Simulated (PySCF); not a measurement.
State search for KLi

Unrestricted PBE0; basis K def2-SVPD, Li def2-SVPD; no relativity; PySCF 2.14. Outer shells of the fragments: K 4s1; Li 2s1.

Followed along the bond (rough minima from three points):

```tsv
2Ms+1	unpaired	⟨S²⟩ at the start	R at minimum (Å)	Te (eV)
1	none	0.00	3.43	0.00
3	σ ↑, π ↑	2.00	3.31	1.15
1	σ ↑, π ↓	1.00	3.47	1.54
3	σ ↑↑	2.00	none in the scan	≤ 0.60
```

Solutions found at the starting distance of 3.230 Å, counted from the lowest of them; the search is not exhaustive and high or unbound solutions are not listed, so other states can lie among these:

| 2Ms+1 | unpaired | term | E (eV) | ⟨S²⟩ | ⟨Lz²⟩ | μ (D) |
| --- | --- | --- | --- | --- | --- | --- |
| 1 | none | ¹Σ⁺ | 0.00 | 0.00 | 0.00 | -3.01 |
| 3 | σ ↑↑ | ³Σ⁺ | 0.85 | 2.00 | 0.00 | -1.02 |
| 3 | σ ↑, π ↑ | ³Π | 1.13 | 2.00 | 1.00 | -4.25 |
| 1 | σ ↑, π ↓ | mixed | 1.54 | 1.00 | 1.00 | -3.37 |

A term symbol is given only where ⟨S²⟩ and ⟨Lz²⟩ are close to those of a pure state; real π, δ and φ orbitals otherwise mix terms. A positive dipole means K(−)Li(+).

The measured ground state is X ¹Σ+ (Huber and Herzberg, Constants of Diatomic Molecules (1979)).

Counting both spins, an empty level lies below a filled one in some of these solutions, because spin and occupation are held.
